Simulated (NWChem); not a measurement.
Species: C4H7N; SMILES CN1C=CC1

```xyz
12

C      0.0388     1.7398     0.2173
N      0.0274     0.4433    -0.4463
C      0.9895    -0.5435    -0.0808
C      0.1174    -1.5241     0.2168
C     -1.0242    -0.5608    -0.0547
H     -0.8100     2.3370    -0.1333
H      0.9580     2.2713    -0.0539
H     -0.0085     1.6740     1.3192
H      2.0685    -0.4192    -0.1270
H      0.1800    -2.5906     0.3842
H     -1.6025    -0.2441     0.8218
H     -1.7059    -0.8008    -0.8791
```
Atoms are numbered in this order, from 1.

Computed with NWChem. All runs use the structure optimised with B3LYP/6-31G* (spherical d).

**Question.** What does the run give for PBE/def2-TZVP? Quantities: highest occupied level (eV); orbital gap (eV); dipole (D).

**Answer.** The highest occupied level (eV) comes out as -4.81. The orbital gap (eV) comes out as 4.35 and the dipole (D) comes out as 0.76.
